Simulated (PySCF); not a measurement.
SMILES OB(O)c1ccc([Si](O)(O)O)cc1 (GFN2-xTB optimised geometry):

```
22

Si    -2.005     2.412     0.005
O     -3.129     2.367    -1.172
O     -2.778     2.615     1.424
O     -1.047     3.706    -0.222
C     -0.986     0.818    -0.004
C      0.304     0.770     0.519
C      1.039    -0.399     0.516
C      0.520    -1.587     0.000
C     -0.775    -1.538    -0.518
C     -1.506    -0.365    -0.524
B      1.367    -2.936     0.000
O      2.720    -2.936     0.000
O      0.778    -4.155     0.000
H     -2.868     2.548    -2.069
H     -3.574     2.121     1.595
H     -0.693     4.155     0.540
H      0.739     1.669     0.931
H      2.036    -0.394     0.940
H     -1.214    -2.433    -0.942
H     -2.503    -0.361    -0.942
H      3.129    -2.073    -0.013
H     -0.177    -4.149     0.012
```

Method: CAM-B3LYP/def2-SVP (PySCF).

What are the frontier orbital energies and the dipole moment?

HOMO-2 -9.68 eV, HOMO-1 -8.71 eV, HOMO -8.60 eV, LUMO 0.16 eV, LUMO+1 0.85 eV; dipole moment 2.24 D.

On the same geometry PBE/def2-SVP (PySCF) gives HOMO-2 -6.71 eV, HOMO-1 -6.44 eV, HOMO -6.33 eV, LUMO -1.75 eV, LUMO+1 -1.17 eV; dipole moment 2.16 D.

Meta-Löwdin charges at CAM-B3LYP/def2-SVP: Si1 1.41, O2 -0.72, O3 -0.72, O4 -0.72, C5 -0.26, C6 -0.09, C7 -0.10, C8 -0.11, C9 -0.10, C10 -0.09, B11 0.41, O12 -0.47, O13 -0.47, H14 0.34, H15 0.34, H16 0.34, H17 0.09, H18 0.09, H19 0.09, H20 0.10, H21 0.33, H22 0.33.
